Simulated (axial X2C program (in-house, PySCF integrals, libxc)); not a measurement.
**Which molecule has these constants?**

Calculated with an in-house relativistic program for diatomic molecules, spin-free (one-electron X2C) or two-component (2c: spin–orbit coupling with atomic mean-field Coulomb and Gaunt terms, which also bring small scalar terms), in Dyall basis sets with cores contracted in-house; open shells are unrestricted.

A two-component PBE0 calculation in a Dyall 3-zeta basis gave Re = 2.899 Å, ωe = 145.7 cm⁻¹, De = 0.40 eV, Ω = 3/2.

Which molecule is it?
A. CsBr⁺
B. HBr⁺
C. RbBr⁺
D. KBr⁺
E. NaBr⁺

E. The others have KBr⁺ 3.364 Å and 88.1 cm⁻¹ (Ω = 3/2); RbBr⁺ 3.546 Å and 63.0 cm⁻¹ (Ω = 3/2); CsBr⁺ 3.765 Å and 50.8 cm⁻¹ (Ω = 3/2); HBr⁺ 1.454 Å and 2433.7 cm⁻¹ (Ω = 3/2).

Each entry is the lowest single determinant of a limited PBE0 search at one distance. De goes to single-determinant-based atoms at the same level (for ions the charge split of lowest energy) and is withheld (n/a) where an atom does not fit its ground term or J level. Main or longest-lived isotopes. One determinant is a doubtful description, or other states lie close, for NaBr⁺, KBr⁺, RbBr⁺, CsBr⁺; these need not be ground states, and all values refer to the states named. The functionals have no current term, which raises determinants with orbital currents. Where the atoms have a lower orbital projection than the molecule, De at mean-field level may be about a tenth of an eV too small.
